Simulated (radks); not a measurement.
Results of a calculation; reference values are marked as such.
Question: Tl48+, configuration [Ar] 3d10 4s2 4p3 (the NIST ground configuration). Level of theory: scalar-relativistic Kohn-Sham, PBE, spin-polarised, spherical densities, finite nucleus; open shells are filled with parallel spins first (spin-orbit coupling, left out, can overturn this in heavy ions); Fermi nuclear charge, rms radius 5.4759 fm (a radial shooting solver on a logarithmic mesh with Libxc functionals). Some entries of the table are withheld. Estimate them.

orbital,occ.,eigenvalue (hartree),r(max) (bohr)
1s up,1,-3237.558,0.01004
1s down,1,-3237.427,0.01003
2s up,1,-651.6206,0.05811
2s down,1,-651.5501,0.05811
2p up,3,-573.6268,0.04828
2p down,3,-573.5168,0.04829
3s up,1,-221.2972,0.1626
3s down,1,-221.1792,0.1627
3p up,3,-198.6924,0.1621
3p down,3,-198.5579,0.1621
3d up,5,-176.0677,(1)
3d down,5,-175.9434,(2)
4s up,1,-106.3399,(3)
4s down,1,-105.7157,(4)
4p up,3,-97.82781,0.3556
4p down,0,-97.20580,0.3552

Answer: 
(1) 3d up r(max) (bohr): 0.1315
(2) 3d down r(max) (bohr): 0.1315
(3) 4s up r(max) (bohr): 0.3446
(4) 4s down r(max) (bohr): 0.3441
